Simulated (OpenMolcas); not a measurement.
# Pr2+: effect of the active space

- Program: OpenMolcas 26.06
- Method: CASSCF or its RAS form
- Basis: ANO-RCC-VQZP
- Scalar Hamiltonian: DKH2, point nucleus
- Spin-orbit coupling: RASSI with atomic mean-field integrals over the reference wave functions, term energies averaged over their components

A. 3 electrons in 7 orbitals (4f); 2S+1 = 4 odd, 35 roots; 2S+1 = 2 odd, 112 roots (105 in the spin-orbit step); cost about 3 core-minutes
B. 9 electrons in 10 orbitals (RAS1 5p, at most 2 holes; RAS2 4f); 2S+1 = 4 odd, 35 roots; 2S+1 = 2 odd, 43 roots; cost about 13 core-minutes

Energies in cm⁻¹ above 4f³ ⁴I°_9/2, the measured ground level; measured values from Martin, Zalubas and Hagan, Atomic Energy Levels: The Rare-Earth Elements, NSRDS-NBS 60 (1978); the list in Maison, Palmeri and Quinet, J. Phys. B 58, 015001 (2025).

| Level | A | B | Measured |
| --- | --- | --- | --- |
| 4f³ ⁴I°_9/2 | 0.0 | 0.0 | 0.0 |
| 4f³ ⁴I°_11/2 | 1471 | 1484 | 1398 |
| 4f³ ⁴I°_13/2 | 3083 | 3102 | 2893 |
| 4f³ ⁴I°_15/2 | 4803 | 4809 | 4454 |
| 4f³ ⁴F°_3/2 | 13512 | 12326 | 9371 |
| 4f³ ⁴F°_5/2 | 14296 | 13119 | 10138 |
| 4f³ ⁴S°_3/2 | 15018 | 14314 | 10950 |
| 4f³ ⁴F°_7/2 | 15073 | 13915 | 10859 |
| 4f³ ⁴F°_9/2 | 15931 | 14792 | 11762 |
| 4f³ ²K°_13/2 | 20424 | 19974 | 16089 |
| 4f³ ⁴G°_5/2 | 20539 | 19286 | 14187 |
| 4f³ ⁴G°_7/2 | 21645 | 20343 | 15443 |
| 4f³ ²K°_15/2 | 22075 | 21786 | 17642 |
| 4f³ ⁴G°_9/2 | 22830 | 21514 | 15705 |
| 4f³ ⁴G°_11/2 | 23955 | 22673 | 17410 |

Deviations, from unrounded energies. A percentage is the sum of absolute deviations over the sum of measured energies, with the sign that they share, or ± where signs differ.

```json
{"Against measurement": "mean absolute deviation (cm-1)", "Levels": "14", "A": "4000", "B": "3200"}
{"Against measurement": "fine structure of the ground term (%)", "Levels": "3", "A": "+7.0", "B": "+7.4"}
{"Against measurement": "other terms of the ground configuration (%)", "Levels": "11", "A": "+37.3", "B": "+29.7"}
```

B lies closest to measurement on these levels. The largest miss of B in the table is 4f³ ⁴G°_9/2, by +5800 cm-1. The ranking rests on the paired levels alone, and a cruder setting can come out closer through cancelling errors.

The spin-orbit steps hold different terms of 4f³ (B lacks among others a ²D°, ²F°, a ²G°, a ²H°, ²I°), which shifts levels as well.

Between A and B the level of the table that moves most is 4f³ ⁴G°_9/2, by 1300 cm-1 (lowest in B, highest in A).

High states are left out of the spin-orbit mixing, which shifts the levels that they would mix with. Without dynamic correlation excited terms often stand tens of per cent too high (terms of higher spin than the ground term too low), and those without a measured partner can miss by more than the paired ones. Active for correlation alone: 5p; no level in the range computed is led by a configuration that opens it, so any true level of that kind is missing (holds for B). Computed and measured levels are paired by configuration, term and J; levels that our copy of the source lacks, or whose pairing is in doubt (as where it misses far off the trend of its configuration), stay unpaired and out of the deviations. Only configurations of the active space appear. Levels that lie high or do not pair safely by name in every column are left out.

° marks odd parity.
